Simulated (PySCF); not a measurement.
ClSn, SMILES [Cl][Sn] (connectivity only; charge and spin as stated), neutral, multiplicity 2. The structure is a stationary point at B3LYP-D3(BJ)/def2-TZVP. The def2 effective core potentials stand for the cores of Sn; spin–orbit coupling is left out.

These are B3LYP-D3(BJ)/def2-TZVP run with PySCF values and carry that method's errors.

Harmonic wavenumbers (cm⁻¹): 335. Rotational constants (GHz): 3.231 (linear); symmetry number 1.

### Question
Work out the zero-point energy and the ideal-gas rigid-rotor harmonic-oscillator thermochemistry at 298.15 K and 1 atm.

### Answer
ZPE = ½ Σ hcν = ½ × 335 cm⁻¹ = 0.48 kcal/mol. H − E(el) = 2.79 kcal/mol. Entropy in cal/(mol K): translation 41.01, rotation 17.01, vibration 1.24, spin 1.38, total 60.64. G − E(el) = -15.29 kcal/mol. Cp = 8.56 cal/(mol K).
